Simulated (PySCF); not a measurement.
Harmonic spectrum computed at PBE0 in the def2-TZVP basis family (core potentials from Rb on, PySCF, no spin–orbit coupling):

| ω (cm⁻¹) | IR (km/mol) |
| --- | --- |
| 167 | 1.3 |
| 492 | 1.3 |
| 534 | 37.9 |

Task: Which molecule gave it? In each, all ligands are bound to the one heavy central atom.
A. GeS₂ (singlet)
B. SnS₂ (singlet)
C. AsS₂ (doublet)
D. SeS₂ (singlet)
E. SiS₂ (singlet)

Result: C. It has C2v symmetry with As–S 2.041 Å (×2).
